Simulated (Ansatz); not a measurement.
**Nudged elastic band run: C2H11GeNSi**

Input:

```yaml
crystal:
  periodic: [false, false, false]
  atoms:
    - { symbol: C, position_ang: [0.149409, -2.251589, 1.019561] }
    - { symbol: Ge, position_ang: [1.303787, -1.256546, -0.213588] }
    - { symbol: C, position_ang: [0.328438, 0.278048, -0.991265] }
    - { symbol: "N", position_ang: [-0.02163, 1.256989, 0.026914] }
    - { symbol: Si, position_ang: [-1.421246, 2.26949, -0.022363] }
    - { symbol: H, position_ang: [0.708342, -3.036441, 1.531206] }
    - { symbol: H, position_ang: [-0.677939, -2.715891, 0.480047] }
    - { symbol: H, position_ang: [-0.265375, -1.575843, 1.768569] }
    - { symbol: H, position_ang: [1.812159, -2.176171, -1.341098] }
    - { symbol: H, position_ang: [2.526664, -0.704023, 0.547821] }
    - { symbol: H, position_ang: [-0.588593, -0.115076, -1.438722] }
    - { symbol: H, position_ang: [0.904147, 0.712372, -1.817507] }
    - { symbol: H, position_ang: [0.760656, 1.584955, 0.559957] }
    - { symbol: H, position_ang: [-2.638553, 1.43159, -0.148584] }
    - { symbol: H, position_ang: [-1.458449, 3.042464, 1.240927] }
    - { symbol: H, position_ang: [-1.44482, 3.232972, -1.157477] }
basis:
  gaussian: { orbitals: def2-SVP }
hamiltonian:
  xc: hf
neb:
  order_check: false
  images: 7
  f_tol: 0.05
  max_iterations: 60
  final_atoms:
    - { symbol: C, position_ang: [-0.33458369, -2.13420577, 0.69690576] }
    - { symbol: Ge, position_ang: [1.07251687, -0.87300489, 0.2018625] }
    - { symbol: C, position_ang: [0.47266895, 0.53049622, -1.08515067] }
    - { symbol: "N", position_ang: [0.08742345, 1.82183334, -0.47925989] }
    - { symbol: Si, position_ang: [-1.61645172, 2.02207086, 0.65953979] }
    - { symbol: H, position_ang: [0.07776063, -2.92004588, 1.3316679] }
    - { symbol: H, position_ang: [-0.75199584, -2.60136304, -0.1967063] }
    - { symbol: H, position_ang: [-1.13509663, -1.62857401, 1.23369004] }
    - { symbol: H, position_ang: [2.19878372, -1.62612367, -0.53272937] }
    - { symbol: H, position_ang: [1.68710592, -0.16315517, 1.41902933] }
    - { symbol: H, position_ang: [-0.38613136, 0.15802858, -1.64132019] }
    - { symbol: H, position_ang: [1.2818583, 0.69113016, -1.8018988] }
    - { symbol: H, position_ang: [-0.02625893, 2.51345938, -1.20439176] }
    - { symbol: H, position_ang: [-1.12428687, 0.94090291, 1.60820631] }
    - { symbol: H, position_ang: [0.83268483, 2.17465477, 0.10136261] }
    - { symbol: H, position_ang: [-2.35900062, 1.07119621, -0.26640927] }
  initial_path:
    images:
      - { positions_ang: [[0.149409, -2.251589, 1.019561], [1.303787, -1.256546, -0.213588], [0.328438, 0.278048, -0.991265], [-0.02163, 1.256989, 0.026914], [-1.421246, 2.26949, -0.022363], [0.708342, -3.036441, 1.531206], [-0.677939, -2.715891, 0.480047], [-0.265375, -1.575843, 1.768569], [1.812159, -2.176171, -1.341098], [2.526664, -0.704023, 0.547821], [-0.588593, -0.115076, -1.438722], [0.904147, 0.712372, -1.817507], [0.760656, 1.584955, 0.559957], [-2.638553, 1.43159, -0.148584], [-1.458449, 3.042464, 1.240927], [-1.44482, 3.232972, -1.157477]] }
      - { positions_ang: [[0.06089076, -2.1727821, 0.9996196], [1.27211871, -1.22179601, -0.19219927], [0.3889533, 0.34059219, -0.99817666], [0.07159811, 1.3324946, 0.02034058], [-1.44039375, 2.12189885, 0.04314276], [0.55015474, -2.99107597, 1.48165498], [-0.78840887, -2.5470741, 0.43235135], [-0.31670251, -1.4806855, 1.76669818], [1.76439431, -2.16117928, -1.2976814], [2.49170869, -0.72918174, 0.61619358], [-0.50413663, -0.00898729, -1.49808572], [1.04678242, 0.75577645, -1.76522034], [0.70515869, 1.81365297, 0.32573698], [-2.50527954, 1.17168592, 0.04404902], [-1.20384517, 2.77641866, 1.17328909], [-1.61599626, 2.97754235, -1.10731474]] }
      - { positions_ang: [[-0.02762749, -2.0939752, 0.97967821], [1.24045042, -1.18704602, -0.17081054], [0.44946861, 0.40313637, -1.00508832], [0.16482622, 1.4080002, 0.01376715], [-1.4595415, 1.9743077, 0.10864852], [0.39196749, -2.94571093, 1.43210397], [-0.89887874, -2.37825721, 0.38465569], [-0.36803002, -1.38552799, 1.76482737], [1.71662962, -2.14618757, -1.25426479], [2.45675338, -0.75434047, 0.68456615], [-0.41968027, 0.09710143, -1.55744944], [1.18941785, 0.79918091, -1.71293368], [0.64966138, 2.04235093, 0.09151696], [-2.37200609, 0.91178185, 0.23668204], [-0.94924134, 2.51037332, 1.10565119], [-1.78717253, 2.7221127, -1.05715247]] }
      - { positions_ang: [[-0.11614573, -2.0151683, 0.95973681], [1.20878214, -1.15229603, -0.14942182], [0.50998391, 0.46568056, -1.01199998], [0.25805432, 1.4835058, 0.00719373], [-1.47868924, 1.82671655, 0.17415428], [0.23378023, -2.9003459, 1.38255295], [-1.00934861, -2.20944031, 0.33696004], [-0.41935753, -1.29037049, 1.76295655], [1.66886493, -2.13119585, -1.21084819], [2.42179807, -0.77949921, 0.75293873], [-0.3352239, 0.20319014, -1.61681316], [1.33205327, 0.84258536, -1.66064702], [0.59416407, 2.2710489, -0.14270306], [-2.23873263, 0.65187777, 0.42931506], [-0.69463751, 2.24432798, 1.03801328], [-1.95834879, 2.46668304, -1.00699021]] }
      - { positions_ang: [[-0.20466398, -1.9363614, 0.93979542], [1.17711385, -1.11754604, -0.12803309], [0.57049922, 0.52822474, -1.01891164], [0.35128243, 1.5590114, 0.00062031], [-1.49783699, 1.6791254, 0.23966003], [0.07559297, -2.85498087, 1.33300194], [-1.11981848, -2.04062341, 0.28926439], [-0.47068503, -1.19521299, 1.76108574], [1.62110024, -2.11620413, -1.16743159], [2.38684276, -0.80465795, 0.82131131], [-0.25076753, 0.30927885, -1.67617688], [1.4746887, 0.88598981, -1.60836036], [0.53866677, 2.49974686, -0.37692308], [-2.10545917, 0.39197369, 0.62194808], [-0.44003369, 1.97828264, 0.97037538], [-2.12952506, 2.21125339, -0.95682794]] }
      - { positions_ang: [[-0.23714391, -1.98582249, 0.879073], [1.1509646, -1.05641075, -0.04555919], [0.54604165, 0.52879261, -1.0354714], [0.28531769, 1.62471688, -0.11934974], [-1.52749067, 1.76486176, 0.34462997], [0.07613488, -2.87124712, 1.33266843], [-1.02786282, -2.18080832, 0.16777172], [-0.63678793, -1.30355324, 1.62923681], [1.76552111, -1.99368402, -1.00875603], [2.21190855, -0.64428226, 0.97074081], [-0.28460849, 0.27146628, -1.66746271], [1.4264811, 0.8372749, -1.65674497], [0.39743534, 2.50317499, -0.58379025], [-1.8601661, 0.529206, 0.86851264], [-0.12185406, 2.02737567, 0.75312219], [-2.18689395, 1.9262391, -0.78422327]] }
      - { positions_ang: [[-0.26962383, -2.03528358, 0.81835059], [1.12481536, -0.99527547, 0.03691471], [0.52158408, 0.52936048, -1.05203116], [0.21935294, 1.69042237, -0.23931979], [-1.55714436, 1.85059813, 0.44959991], [0.0766768, -2.88751337, 1.33233492], [-0.93590716, -2.32099322, 0.04627904], [-0.80289083, -1.4118935, 1.49738789], [1.90994198, -1.8711639, -0.85008048], [2.03697434, -0.48390656, 1.12017032], [-0.31844944, 0.23365372, -1.65874854], [1.3782735, 0.78855999, -1.70512958], [0.25620392, 2.50660312, -0.79065742], [-1.61487302, 0.6664383, 1.1150772], [0.19632557, 2.0764687, 0.53586899], [-2.24426284, 1.6412248, -0.6116186]] }
      - { positions_ang: [[-0.30210376, -2.08474468, 0.75762817], [1.09866611, -0.93414018, 0.11938861], [0.49712652, 0.52992835, -1.06859092], [0.15338819, 1.75612785, -0.35928984], [-1.58679804, 1.9363345, 0.55456985], [0.07721871, -2.90377962, 1.33200141], [-0.8439515, -2.46117813, -0.07521363], [-0.96899373, -1.52023375, 1.36553896], [2.05436285, -1.74864379, -0.69140492], [1.86204013, -0.32353087, 1.26959982], [-0.3522904, 0.19584115, -1.65003437], [1.3300659, 0.73984507, -1.75351419], [0.11497249, 2.51003125, -0.99752459], [-1.36957995, 0.80367061, 1.36164176], [0.5145052, 2.12556174, 0.3186158], [-2.30163173, 1.35621051, -0.43901394]] }
      - { positions_ang: [[-0.33458369, -2.13420577, 0.69690576], [1.07251687, -0.87300489, 0.2018625], [0.47266895, 0.53049622, -1.08515067], [0.08742345, 1.82183334, -0.47925989], [-1.61645172, 2.02207086, 0.65953979], [0.07776063, -2.92004588, 1.3316679], [-0.75199584, -2.60136304, -0.1967063], [-1.13509663, -1.62857401, 1.23369004], [2.19878372, -1.62612367, -0.53272937], [1.68710592, -0.16315517, 1.41902933], [-0.38613136, 0.15802858, -1.64132019], [1.2818583, 0.69113016, -1.8018988], [-0.02625893, 2.51345938, -1.20439176], [-1.12428687, 0.94090291, 1.60820631], [0.83268483, 2.17465477, 0.10136261], [-2.35900062, 1.07119621, -0.26640927]] }
```

Launched with:

```bash
$ ansatz run input.yaml --threads 2 --pin off --max-ram 3072MiB --backend cpu --events-out ev --progress --plain --runs-dir out
```

Output, in part (warnings, iteration lines, the closing report on the highest movable image, with atoms numbered from 0):

```
NEB end point (image 0): max|allowed force component| = 7.205e-3 eV/Å (the criterion of neb.relax_end_points is 1.000e-2)
NEB end point (image 8): max|allowed force component| = 9.815e-3 eV/Å (the criterion of neb.relax_end_points is 1.000e-2)
NEB iter   1: max|band force component| = 1.692e1 eV/Å  barrier→ = 5.4889 eV  barrier← = 3.9355 eV  Δτ_max = 0.2000 Å  (306 SCF iters)
NEB iter   2: max|band force component| = 3.603e0 eV/Å  barrier→ = 4.1506 eV  barrier← = 2.5972 eV  Δτ_max = 0.2000 Å  (220 SCF iters)
NEB iter   3: max|band force component| = 2.121e0 eV/Å  barrier→ = 3.2429 eV  barrier← = 1.6895 eV  Δτ_max = 0.1986 Å  (216 SCF iters)
NEB iter   4: max|band force component| = 1.282e0 eV/Å  barrier→ = 2.4560 eV  barrier← = 0.9027 eV  Δτ_max = 0.2000 Å  (219 SCF iters)
NEB iter   5: max|band force component| = 1.571e0 eV/Å  barrier→ = 2.2473 eV  barrier← = 0.6940 eV  CI = image 5  Δτ_max = 0.1971 Å  (218 SCF iters)
NEB iter   6: max|band force component| = 2.897e0 eV/Å  barrier→ = 3.1620 eV  barrier← = 1.6087 eV  CI = image 5  Δτ_max = 0.1624 Å  (222 SCF iters)
NEB iter   7: max|band force component| = 1.515e0 eV/Å  barrier→ = 3.8742 eV  barrier← = 2.3209 eV  CI = image 5  Δτ_max = 0.2000 Å  (219 SCF iters)
NEB iter   8: max|band force component| = 1.352e0 eV/Å  barrier→ = 3.9066 eV  barrier← = 2.3533 eV  CI = image 5  Δτ_max = 0.1886 Å  (215 SCF iters)
NEB iter   9: max|band force component| = 4.643e-1 eV/Å  barrier→ = 3.8973 eV  barrier← = 2.3440 eV  CI = image 5  Δτ_max = 0.1048 Å  (212 SCF iters)
NEB iter  10: max|band force component| = 1.847e-1 eV/Å  barrier→ = 3.8908 eV  barrier← = 2.3375 eV  CI = image 5  Δτ_max = 0.1158 Å  (204 SCF iters)
NEB iter  11: max|band force component| = 1.399e-1 eV/Å  barrier→ = 3.8814 eV  barrier← = 2.3281 eV  CI = image 5  Δτ_max = 0.0771 Å  (206 SCF iters)
NEB iter  12: max|band force component| = 7.808e-2 eV/Å  barrier→ = 3.8778 eV  barrier← = 2.3244 eV  CI = image 5  Δτ_max = 0.0627 Å  (210 SCF iters)
NEB iter  13: max|band force component| = 6.944e-2 eV/Å  barrier→ = 3.8765 eV  barrier← = 2.3232 eV  CI = image 5  Δτ_max = 0.0564 Å  (209 SCF iters)
NEB iter  14: max|band force component| = 7.395e-2 eV/Å  barrier→ = 3.8755 eV  barrier← = 2.3221 eV  CI = image 5  Δτ_max = 0.0283 Å  (209 SCF iters)
NEB iter  15: max|band force component| = 4.479e-2 eV/Å  barrier→ = 3.8747 eV  barrier← = 2.3214 eV  CI = image 5  Δτ_max = 0.0282 Å  (182 SCF iters)
NEB iter  16: max|band force component| = 8.304e-2 eV/Å  barrier→ = 3.8740 eV  barrier← = 2.3206 eV  CI = image 5  Δτ_max = 0.0566 Å  (33 SCF iters)
NEB iter  17: max|band force component| = 4.494e-2 eV/Å  barrier→ = 3.8730 eV  barrier← = 2.3197 eV  CI = image 5  Δτ_max = 0.0280 Å  (208 SCF iters)
NEB iter  18: max|band force component| = 9.673e-2 eV/Å  barrier→ = 3.8724 eV  barrier← = 2.3190 eV  CI = image 5  Δτ_max = 0.0565 Å  (34 SCF iters)
NEB iter  19: max|band force component| = 6.990e-2 eV/Å  barrier→ = 3.8718 eV  barrier← = 2.3185 eV  CI = image 5  Δτ_max = 0.0388 Å  (206 SCF iters)
NEB iter  20: max|band force component| = 4.374e-2 eV/Å  barrier→ = 3.8714 eV  barrier← = 2.3181 eV  CI = image 5  Δτ_max = 0.0260 Å  (193 SCF iters)
NEB iter  21: max|band force component| = 9.281e-2 eV/Å  barrier→ = 3.8711 eV  barrier← = 2.3177 eV  CI = image 5  Δτ_max = 0.0434 Å  (27 SCF iters)
NEB iter  22: max|band force component| = 6.231e-2 eV/Å  barrier→ = 3.8708 eV  barrier← = 2.3175 eV  CI = image 5  Δτ_max = 0.0279 Å  (186 SCF iters)
NEB iter  23: max|band force component| = 6.291e-2 eV/Å  barrier→ = 3.8707 eV  barrier← = 2.3173 eV  CI = image 5  Δτ_max = 0.0140 Å  (179 SCF iters)
NEB iter  24: max|band force component| = 4.271e-2 eV/Å  barrier→ = 3.8706 eV  barrier← = 2.3172 eV  CI = image 5  Δτ_max = 0.0000 Å  (416 SCF iters)
Total energy: -68036.59978168 eV, -2500.2989251129 hartree
Atom 0 at    -0.118479    -1.938854     1.020385 Å, force     0.001116    -0.000074    -0.000179 eV/Å
Atom 1 at     1.265761    -1.115139    -0.096534 Å, force    -0.000965     0.000173    -0.001497 eV/Å
Atom 2 at     0.586041     0.459223    -1.090703 Å, force     0.002578     0.001240     0.000224 eV/Å
Atom 3 at     0.069699     1.520645    -0.218003 Å, force    -0.004384    -0.002840     0.003799 eV/Å
Atom 4 at    -1.709816     1.826377     0.316697 Å, force    -0.004639     0.005154    -0.001239 eV/Å
Atom 5 at     0.293647    -2.796131     1.555018 Å, force     0.000131     0.000051     0.000386 eV/Å
Atom 6 at    -0.953707    -2.284107     0.409441 Å, force     0.000428     0.000071    -0.000030 eV/Å
Atom 7 at    -0.501145    -1.229651     1.755363 Å, force     0.000179     0.000355     0.000453 eV/Å
Atom 8 at     1.795601    -2.133734    -1.124093 Å, force     0.000719    -0.000408     0.000490 eV/Å
Atom 9 at     2.440579    -0.647428     0.782116 Å, force     0.000138     0.000029    -0.000175 eV/Å
Atom 10 at    -0.189959     0.146005    -1.794438 Å, force    -0.000010    -0.000702     0.002097 eV/Å
Atom 11 at     1.412661     0.849684    -1.688727 Å, force    -0.001827     0.000675    -0.002735 eV/Å
Atom 12 at     0.594693     2.375328    -0.282456 Å, force     0.002518    -0.002234     0.002383 eV/Å
Atom 13 at    -2.332350     0.511163     0.008938 Å, force     0.000380    -0.000004    -0.001983 eV/Å
Atom 14 at    -0.321152     1.632161     1.103265 Å, force     0.003465    -0.000876    -0.001707 eV/Å
Atom 15 at    -2.355076     2.801758    -0.611870 Å, force     0.000174    -0.000609    -0.000286 eV/Å
Dipole moment:     0.316366    -0.047353    -0.227406 e Å
```

It converged. The band force fell under the threshold earlier too, but the program's further tests of the path sent the band on. Neighbouring images differ by up to 3.0 eV, so the band resolves the path poorly. A vibrational analysis at the climbing image gives one clearly imaginary mode, 2039i cm⁻¹: a first-order saddle point. The orbitals stay closed-shell, which can raise the energy where a bond breaks towards radicals; this wasn't checked here.

Final band (atoms are numbered from 1 in the order of the input):

| image | path coordinate (Å) | energy (kcal/mol) | Si5–H15 (Å) | N4–H15 (Å) |
| --- | --- | --- | --- | --- |
| 0 | 0.00 | 0.0 | 1.48 | 2.59 |
| 1 | 0.83 | 0.2 | 1.48 | 2.59 |
| 2 | 1.66 | 0.8 | 1.48 | 2.59 |
| 3 | 2.49 | 2.1 | 1.48 | 2.61 |
| 4 | 3.32 | 19.8 | 1.47 | 2.19 |
| 5 | 4.15 | 89.3 | 1.61 | 1.38 |
| 6 | 5.68 | 37.2 | 2.56 | 1.01 |
| 7 | 7.22 | 36.6 | 2.54 | 1.01 |
| 8 | 8.76 | 35.8 | 2.52 | 1.01 |

The run took 9 min on 2 threads of Arm Neoverse V1, on a shared host, peak memory 0.45 GiB.
